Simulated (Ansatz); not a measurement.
```xyz
12

N     0.475   -1.466    1.173
Si   -0.001   -1.304   -0.484
Si   -0.466    0.985   -0.672
O    -1.538    1.426    0.501
S     1.464    1.893   -0.419
H     1.270   -0.936    1.497
H     0.469   -2.380    1.600
H     0.992   -1.763   -1.503
H    -1.232   -2.119   -0.663
H    -1.081    1.459   -1.934
H    -1.374    1.045    1.367
H     1.021    3.161   -0.463
```

Charge 0, multiplicity 1.

(1) List the PBE/def2-TZVPP orbital energies in eV (Ansatz). (Estimate.)

Answers

(1) Computed: Occupied: -2395.64, -1780.31, -1779.68, -510.38, -380.28, -208.62, -154.77, -154.66, -154.55, -137.94, -137.40, -94.71, -94.68, -94.64, -94.14, -94.13, -94.11, -25.09, -21.28, -18.11, -13.97, -13.16, -12.34, -11.14, -9.94, -9.75, -9.25, -8.82, -8.32, -7.45, -6.90, -6.32, -6.07. Lowest empty: -1.33, -0.85, -0.22, 0.38, 0.60, 0.84, 1.16, 1.27.
